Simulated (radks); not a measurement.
Problem. All-electron atom: Sr+ in [Kr] 5s1 (the NIST ground configuration). Calculated with a radial shooting solver on a logarithmic mesh with Libxc functionals: scalar-relativistic Kohn-Sham, PBE, spin-polarised, spherical densities, point nucleus; open shells are filled with parallel spins first (spin-orbit coupling, left out, can overturn this in heavy ions). Some entries of the table are withheld. Estimate them.

orbital  occ.  eigenvalue (eV)  <r^2> (bohr^2)  r(max) (bohr)
1s up       1        -15943.82        0.002067        0.02553
1s down     1        -15943.81        0.002067        0.02553
2s up       1        -2164.416         0.03507         0.1451
2s down     1        -2164.406         0.03507         0.1451
2p up       3        -1923.880         0.02766         0.1160
2p down     3        -1923.870         0.02766         0.1160
3s up       1        -340.1608          0.2779         0.4358
3s down     1        -340.1425          0.2779         0.4358
3p up       3        -262.5346          0.2901         0.4308
3p down     3        -262.5150          0.2901         0.4308
3d up       5        -134.3962          0.3027         0.3766
3d down     5        -134.3743          0.3027         0.3766
4s up       1         -47.2446             (1)          1.191
4s down     1         -47.1482             (2)          1.191
4p up       3         -29.1516           2.821          1.327
4p down     3         -29.0039           2.791          1.326
5s up       1          -8.6768           16.90            (3)
4d up       0          -7.0090           9.766          2.024
4d down     0          -6.4221           8.574          1.960
5p up       0          -5.6986           26.21          4.214

Solution. 
(1) 4s up <r^2> (bohr^2): 2.092
(2) 4s down <r^2> (bohr^2): 2.084
(3) 5s up r(max) (bohr): 3.435
